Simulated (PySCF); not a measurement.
C4H7NSi, SMILES C/C(C#N)=C/[SiH3]. Atoms are numbered in the order given.

```xyz
13

C      2.1317    -0.8933     0.7717
C      0.8232    -0.3120     0.3222
C      0.4268     0.9134     0.9647
N      0.1108     1.9009     1.4852
C      0.0171    -0.8481    -0.6177
Si    -1.6256    -0.1246    -1.1864
H      2.1125    -1.1098     1.8514
H      2.9545    -0.1814     0.6004
H      2.3482    -1.8223     0.2279
H      0.3654    -1.7823    -1.0759
H     -2.1802    -1.0185    -2.2450
H     -2.5850    -0.0520    -0.0451
H     -1.4251     1.2445    -1.7461
```

The structure is a stationary point at PBE0-D3(BJ)/def2-SVP. A frequency run showed that this geometry is not a minimum. The structure was generated by enumeration; whether it is a known compound was not checked.

Level of theory: TDA-ωB97X/def2-SVPD (PySCF).

Vertical excitations. The molecule is in vacuum.

Computed excitation energies, oscillator strengths and character:
| state | energy (eV) | λ (nm) | f | main pairs |
|---|---|---|---|---|
| S1 | 6.27 | 198 | 0.429 | HOMO→LUMO 89 % |
| S2 | 6.52 | 190 | 0.000 | HOMO−1→LUMO 77 % |
| S3 | 6.71 | 185 | 0.000 | HOMO−2→LUMO 44 %, HOMO−4→LUMO 42 % |
| S4 | 7.17 | 173 | 0.001 | HOMO→LUMO+3 32 %, HOMO→LUMO+2 23 %, HOMO→LUMO+7 10 %, HOMO→LUMO+1 10 % |
| S5 | 7.76 | 160 | 0.028 | HOMO−2→LUMO 22 %, HOMO−4→LUMO 19 %, HOMO→LUMO+1 17 %, HOMO−3→LUMO 11 % |
| S6 | 7.77 | 160 | 0.078 | HOMO−3→LUMO 43 %, HOMO−6→LUMO 11 %, HOMO→LUMO+1 7 % |
| S7 | 7.81 | 159 | 0.001 | HOMO→LUMO+1 52 %, HOMO−2→LUMO 11 % |
| S8 | 8.17 | 152 | 0.020 | HOMO−5→LUMO 77 % |
| S9 | 8.48 | 146 | 0.110 | HOMO−6→LUMO 45 %, HOMO−3→LUMO 34 % |
| S10 | 8.56 | 145 | 0.011 | HOMO→LUMO+2 29 %, HOMO→LUMO+4 26 %, HOMO→LUMO+7 18 % |
| T1 | 3.55 | 349 | 0 | HOMO→LUMO 91 % |
| T2 | 6.03 | 205 | 0 | HOMO−1→LUMO 73 %, HOMO−2→LUMO 21 % |
| T3 | 6.18 | 201 | 0 | HOMO−6→LUMO 32 %, HOMO−3→LUMO 19 %, HOMO→LUMO+8 7 % |
| T4 | 6.24 | 199 | 0 | HOMO−4→LUMO 46 %, HOMO−2→LUMO 24 % |
Triplets are in the Tamm–Dancoff approximation.
